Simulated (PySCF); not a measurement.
Harmonic spectrum computed at PBE0 in the def2-TZVP basis family (core potentials from Rb on, PySCF, no spin–orbit coupling):

```csv
symmetry,ω (cm⁻¹),IR (km/mol)
a1,679,28.1
a1,1787,2.0
b2,1875,9.5
```

Which molecule gave it? In each, all ligands are bound to the one heavy central atom.
A. SnH₂⁺ (doublet)
B. SbH₂⁺ (singlet)
C. GeH₂⁺ (doublet)
D. InH₂⁺ (singlet)

A. It has C2v symmetry with Sn–H 1.725 Å (×2).
